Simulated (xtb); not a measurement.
C3H8O2Si, SMILES C[SiH2]OC(C)=O. All values are semi-empirical tight-binding results from xtb (GFN2-xTB unless named), good for trends rather than for accurate numbers. The structure is a stationary point at GFN2-xTB. One conformer was computed; it need not be the lowest.

Optimised geometry:

Bonds (Å): Si1–C2 1.894, Si1–O3 1.670, Si1–H7 1.459, Si1–H8 1.460, C2–H9 1.085, C2–H10 1.088, C2–H11 1.087, O3–C4 1.326, C4–C5 1.505, C4–O6 1.202, C5–H12 1.088, C5–H13 1.088, C5–H14 1.086. Bond angles (°): C2–Si1–O3 110.5, C2–Si1–H7 114.0, C2–Si1–H8 112.0, O3–Si1–H7 97.0, O3–Si1–H8 108.7, H7–Si1–H8 113.5, Si1–C2–H9 111.4, Si1–C2–H10 111.4, Si1–C2–H11 110.8, H9–C2–H10 107.7, H9–C2–H11 107.9, H10–C2–H11 107.6, Si1–O3–C4 124.3, O3–C4–C5 112.5, O3–C4–O6 122.7, C5–C4–O6 124.8, C4–C5–H12 109.3, C4–C5–H13 109.2, C4–C5–H14 110.0, H12–C5–H13 108.1, H12–C5–H14 110.1, H13–C5–H14 110.1.

Computed properties:
```
Item                                             Result
----------------------------------------  -------------
orbital gap                                     4.78 eV
dipole moment                                    1.97 D
zero-point energy                         64.7 kcal/mol
G − E(el) at 298.15 K (modified RRHO)     43.3 kcal/mol
static polarisability (D4 model)             73.5 bohr³
solvation energy, GFN2-xTB/ALPB(water)    -2.7 kcal/mol
solvation energy, GFN2-xTB/ALPB(toluene)  -5.0 kcal/mol
```

Computed atomic charges and the Wiberg bond orders between heavy atoms:
charges (e) Si1 0.54, C2 -0.20, O3 -0.37, C4 0.36, C5 -0.14, O6 -0.41, H7 -0.07, H8 -0.06, H9 0.03, H10 0.04, H11 0.06, H12 0.08, H13 0.08, H14 0.07. Bond orders Si1–C2 0.94, Si1–O3 0.92, O3–C4 1.15, C4–C5 0.99, C4–O6 1.76.
